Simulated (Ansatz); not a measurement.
Program: Ansatz. Geometries: PBE0-D4/def2-TZVP. ΔE: electronic, gas phase. CCSD(T)/CBS is the MP2 limit (def2-TZVPP, def2-QZVPP) plus CCSD(T) − MP2 in def2-TZVPP, frozen cores. DFT in def2-TZVPP. B3LYP here is the variant with VWN-RPA as its local correlation; programs differ in this. For Ge outer-core shells are correlated without core-valence functions, which leaves a few kJ/mol of doubt a bond. Scalar relativity is left out up to krypton. One conformer a species, not always the lowest.

Consider the redistribution: `C=[CH][AlH][CH3]` + `B[CH2][GeH3]` → `[CH3][AlH][CH2][GeH3]` + `BC=C`.

`C=[CH][AlH][CH3]`:

Z-matrix (Å, degrees):
```
C
Al 1 1.954
H 1 1.092 2 112.4
H 1 1.095 2 111.3 3 -120.9
H 1 1.095 2 111.2 3 120.7
C 2 1.945 1 118.6 3 179.2
H 2 1.592 1 121.6 3 -0.8
C 6 1.336 2 120.8 1 -0.1
H 6 1.091 2 122.8 1 179.9
H 8 1.089 6 121.8 2 -0.0
H 8 1.089 6 123.1 2 180.0
```

`B[CH2][GeH3]`:

```xyz
10

B    -0.374    0.276    1.450
C    -0.902    0.003    0.044
Ge    0.777   -0.189   -1.014
H    -0.102   -0.630    2.186
H    -0.139    1.396    1.805
H    -1.433    0.820   -0.447
H    -1.416   -0.948   -0.110
H     1.587   -1.399   -0.526
H     1.638    1.079   -0.910
H     0.365   -0.406   -2.478
```

`[CH3][AlH][CH2][GeH3]`:

Cartesian coordinates in Å:
```
C -0.993 0.336 2.078
Al 0.397 0.891 0.827
C 0.169 0.659 -1.095
Ge 0.542 -1.171 -1.682
H -1.247 1.142 2.775
H -1.913 0.013 1.584
H -0.639 -0.498 2.695
H 1.767 1.495 1.372
H 0.832 1.320 -1.660
H -0.863 0.872 -1.395
H -0.440 -2.153 -1.013
H 0.416 -1.321 -3.210
H 1.971 -1.585 -1.275
```

`BC=C`:

Cartesian coordinates in Å:
```
B 0.645 0.232 1.087
C -0.103 -0.545 -0.005
C -0.583 0.088 -1.083
H 0.791 1.414 0.954
H 1.084 -0.307 2.061
H -0.264 -1.620 0.065
H -0.450 1.160 -1.199
H -1.119 -0.422 -1.879
```

```
             level  ΔE (kJ/mol)  difference from CCSD(T)/CBS
            PBE-D4         -3.7                          1.1
         r2SCAN-D4         -3.9                          0.9
           PBE0-D4         -4.6                          0.2
          B3LYP-D4         -5.0                         -0.2
           ωB97X-V         -4.2                          0.6
           ωB97M-V         -3.5                          1.3
            B2PLYP         -5.2                         -0.4
               PBE         -3.9                          0.9
            r2SCAN         -3.8                          1.0
              PBE0         -4.7                          0.1
             B3LYP         -5.4                         -0.6
     HF/def2-TZVPP         -8.4                         -3.6
    MP2/def2-TZVPP         -4.3                          0.5
SCS-MP2/def2-TZVPP         -4.8                          0.0
   CCSD/def2-TZVPP         -4.2                          0.6
CCSD(T)/def2-TZVPP         -4.1                          0.7
     HF/def2-QZVPP         -8.5                         -3.7
    MP2/def2-QZVPP         -4.8                          0.0
SCS-MP2/def2-QZVPP         -5.4                         -0.6
      HF/CBS(def2)         -8.5                         -3.7
     MP2/CBS(def2)         -5.0                         -0.2
    CCSD/CBS(def2)         -4.9                         -0.1
       CCSD(T)/CBS         -4.8                            0
```

Largest T1 diagnostic among the species: 0.011.

In def2-TZVPP, CCSD(T) changes the Hartree–Fock value by +4.3 kJ/mol (the triples alone add +0.1 kJ/mol) and MP2 by +4.1 kJ/mol.
